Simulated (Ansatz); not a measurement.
Geometry optimisation, Ansatz, RHF/def2-mTZVP.

Input file:

```yaml
crystal:
  periodic: [false, false, false]
  atoms:
    - { symbol: Ta, position_ang: [-0.029811, 0.211857, -0.120666] }
    - { symbol: Cl, position_ang: [2.394694, 0.370258, -0.052096] }
    - { symbol: F, position_ang: [-0.069598, 0.071106, 1.739466] }
    - { symbol: Cl, position_ang: [-0.127998, 0.522636, -2.474563] }
    - { symbol: "N", position_ang: [-1.026874, 1.841954, 0.105805] }
    - { symbol: H, position_ang: [-1.275766, 2.171378, 1.016951] }
    - { symbol: H, position_ang: [-1.366722, 2.423383, -0.62975] }
    - { symbol: F, position_ang: [-1.047116, -1.328281, -0.208342] }
    - { symbol: H, position_ang: [1.204268, -2.303723, -1.209131] }
    - { symbol: H, position_ang: [1.776223, -1.929969, -1.045675] }
basis:
  gaussian: { orbitals: def2-mTZVP }
hamiltonian:
  xc: hf
relax:
  f_tol: 0.03
  max_steps: 50
```

Run as:

```bash
$ ansatz run input.yaml --threads 4 --pin off --max-ram 5120MiB --backend cpu --events-out ev --progress --plain --runs-dir out
```

Where does it end, and by what steps?

The run converged. The force dipped under the threshold on the way, but the program's further checks kept it going. After 9 steps the energy has fallen by 0.258 eV; H10 moved furthest, 1.31 Å.

| step | energy less start (eV) | largest force component (eV/Å) | accepted |
| --- | --- | --- | --- |
| 0 | 0.0000 | 1.101 | yes |
| 1 | -0.1502 | 0.486 | yes |
| 2 | -0.2050 | 0.213 | yes |
| 3 | -0.2301 | 0.247 | yes |
| 4 | -0.2447 | 0.234 | yes |
| 5 | -0.2543 | 0.091 | yes |
| 6 | -0.2571 | 0.070 | yes |
| 7 | -0.2578 | 0.021 | yes |
| 8 | -0.2581 | 0.025 | yes |
| 9 | -0.2582 | 0.021 | yes |

```xyz
10
Properties=species:S:1:pos:R:3
Ta -0.097 0.502 -0.015
Cl 2.218 0.741 0.077
F -0.216 0.346 1.843
Cl -0.210 0.814 -2.372
N -1.181 2.092 0.197
H -1.491 2.401 1.097
H -1.525 2.661 -0.547
F -0.900 -1.159 -0.164
H 1.569 -3.289 -1.505
H 2.264 -3.058 -1.489
```

Whether the end is a true minimum wasn't checked by a vibrational analysis.

The run took 26 s on 4 threads of Arm Neoverse V2 (shared host), peak memory 0.43 GiB.
